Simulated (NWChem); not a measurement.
System: GaBrF2; SMILES [F][Ga]([F])[Br]

```xyz
4

Ga     0.0000     0.0000     0.7425
F      0.0000    -1.4719     1.6586
F      0.0000     1.4719     1.6586
Br     0.0000     0.0000    -1.4992
```
Atoms are numbered in this order, from 1.

Geometry: optimised at PBE0/def2-SVP.

Spin-orbit effects, on the heavy nuclei and on their neighbours, are missing.

Problem. Give the principal values of the shielding tensors (ppm) of Ga1, F2, Br4 from Hartree-Fock/6-31G* (spherical d), GIAO (NWChem), with their diamagnetic and paramagnetic parts as GIAO splits them.

Solution. 
| atom | σ11 | σ22 | σ33 | isotropic | diamagnetic | paramagnetic |
|---|---|---|---|---|---|---|
| Ga1 | 1649.8 | 1898.1 | 2106.5 | 1884.8 | 2637.1 | -752.3 |
| F2 | 307.6 | 390.1 | 451.4 | 383.0 | 468.4 | -85.4 |
| Br4 | 2908.9 | 2974.5 | 3063.4 | 2982.3 | 3119.2 | -137.0 |
